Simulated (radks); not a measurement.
Q: These are the eigenvalues of the occupied orbitals of an atom or ion with whole-number occupations (Ry). Method: scalar-relativistic Kohn-Sham, r2SCAN, spin-polarised, spherical densities, finite nucleus; meta-GGA in the generalised Kohn-Sham scheme; Fermi nuclear charge, rms radius of each element as measured or else 0.836 A^(1/3) + 0.57 fm; computed with a radial shooting solver on a logarithmic mesh with Libxc functionals.

orbital  eigenvalue
1s up     -6880.980
1s down   -6880.831
2s up     -1409.692
2s down   -1409.657
2p up     -1236.684
2p down   -1236.591
3s up     -489.7603
3s down   -489.6799
3p up     -439.6761
3p down   -439.5702
3d up     -391.2480
3d down   -391.1349
4s up     -239.1488
4s down   -238.3557
4p up     -220.1239

Which element is it, and in what charge state? The configuration may be excited. Open shells, if any, are filled with parallel spins first.

A: Z = 83, bismuth, charge +52: Bi52+ in [Ar] 3d10 4s2 4p1. The list shows which subshells hold electrons but not how many an open one holds; the 1s level, -3440.5 hartree, gives Z - s = 83.0 by -(Z - s)^2/2, which with screening and relativity narrows Z to a few neighbours, and the depths of the outer levels then fix element, charge and occupations together.
